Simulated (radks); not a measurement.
Species: Nb XXXIX. Configuration: [He] 2s1.

All-electron calculation, scalar-relativistic Kohn-Sham, LB94 model potential, spin-polarised, spherical densities, finite nucleus; open shells are filled with parallel spins first (spin-orbit coupling, left out, can overturn this in heavy ions); Fermi nuclear charge, rms radius 4.324 fm. Program: a radial shooting solver on a logarithmic mesh with Libxc functionals.

Energy parts (hartree):
kinetic: 1979.93128
electron-nucleus: -3916.10872
Hartree: 72.85984
(The LB94 potential has no energy functional, so no total or exchange-correlation energy is given.)

Orbitals (lengths in bohr, moments of r in powers of bohr; r(max) is where P^2 peaks):
orbital  occ.  eigenvalue (hartree)   r(max)
1s up       1             -821.9970  0.02344
1s down     1             -821.8033  0.02346
2s down     0             -199.8572   0.1263
2s up       1             -199.3163   0.1269

The highest occupied level is 2s up at -5423.7 eV. The configuration is held as typed, so some empty levels lie below it. The density falls to 0.001 e/bohr^3 at r = 0.47 bohr. Summed over all electrons, <r^2> = 0.02856 bohr^2, which gives a Langevin (diamagnetic) susceptibility term of -0.0226 x 10^-6 cm^3/mol. Spin moment in Bohr magnetons: 1. The electron density at the nucleus is 7.961e+04 e/bohr^3 (large components only). For comparison, the ionisation energy in NIST's Atomic Spectra Database is 5426.1 eV (theoretical). In exact Kohn-Sham theory the highest level is minus the ionisation energy, but local and semilocal functionals leave it too shallow, through self-interaction and a potential that decays too fast; potentials with the right tail come closer. The spin density at the nucleus is 4784 e/bohr^3 (1s 77, 2s 4706).
